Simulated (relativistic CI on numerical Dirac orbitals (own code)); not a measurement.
# One change at a time: Hg²⁶⁺

Base calculation: Dirac-Coulomb-Breit CI, KLI orbitals optimised for each configuration, model QED (radiative potential, 1s self-energy scaled to tabulated hydrogen-like ionisation energies), unscaled Slater integrals.

CI space (outside the closed core [Ar] 3d10): 4s²4p⁶4d¹⁰4f⁸, 4s²4p⁶4d¹⁰4f⁷5s, 4s²4p⁶4d⁹4f⁹, 4s²4p⁶4d¹⁰4f⁶5s², 4s²4p⁶4d¹⁰4f⁷5p, 4s²4p⁵4d¹⁰4f⁹, 4s²4p⁶4d¹⁰4f⁷6s, 4s4p⁶4d¹⁰4f⁹, 4s²4p⁶4d¹⁰4f⁷7s, 4p⁶4d¹⁰4f¹⁰, 4s4p⁶4d¹⁰4f⁷5s², 4s4p⁶4d¹⁰4f⁸5s. Levels of other configurations are missing.

Variants: (1) only the first configuration; (2) non-relativistic limit. Shifts of the energy above 4s²4p⁶4d¹⁰4f⁸ ⁷F6, in cm⁻¹, for the lowest level and the first level of each name with at least 55 % of one term (blank where a level changes its place among those of its configuration and J or its character, or is not in the variant):

| Level | Base | Δ(1) | Δ(2) |
| --- | --- | --- | --- |
| 4s²4p⁶4d¹⁰4f⁸ ⁷F6 | 0.0 | 0.0 | 0.0 |
| 4s²4p⁶4d¹⁰4f⁸ ⁷F5 | 18560.2 | -168.4 | -18560.1 |
| 4s²4p⁶4d¹⁰4f⁸ ⁷F3 | 28572.9 | +76.0 | -28572.8 |
| 4s²4p⁶4d¹⁰4f⁸ ⁷F2 | 30154.8 | +403.5 | -30154.7 |
| 4s²4p⁶4d¹⁰4f⁸ ⁷F1 | 36510.2 | +128.1 | -36510.2 |
| 4s²4p⁶4d¹⁰4f⁸ ⁷F0 | 37429.4 | +145.1 | -37429.4 |
| 4s²4p⁶4d¹⁰4f⁸ ⁵L10 | 66743.1 | -170.8 | -3569.2 |
| 4s²4p⁶4d¹⁰4f⁸ ⁵L9 | 78961.6 | -19.5 | -15787.7 |
| 4s²4p⁶4d¹⁰4f⁸ ⁵G2 | 86325.8 | +1107.6 | -20963.3 |
| 4s²4p⁶4d¹⁰4f⁸ ⁵H3 | 114137.6 | +893.3 |  |
| 4s²4p⁶4d¹⁰4f⁸ ³O12 | 121678.8 | -401.6 | -16924.7 |
| 4s²4p⁶4d¹⁰4f⁸ ³O11 | 122558.4 | -282.7 | -17804.3 |
| 4s²4p⁶4d¹⁰4f⁸ ⁵D1 | 129850.4 | +2195.4 |  |
| 4s²4p⁶4d¹⁰4f⁸ ⁵D0 | 135920.6 | +1677.7 |  |

At this charge energies of transitions that change n are usually good to better than 1 %, and those within a shell (Δn = 0) to a few per cent. Terms inside the open d or f shell come out 10 to 20 % too wide with unscaled integrals.

Ionisation energy from the two ground configurations alone: base 858.84 eV. The NIST ASD value (theoretical) is 880 eV. The gap of more than 2 % comes from missing correlation, or from a tabulated value that is itself an estimate.

LS names give the leading component of a level, which can be under half, so a name can repeat, a term be missing and a line seem to break the LS rules.
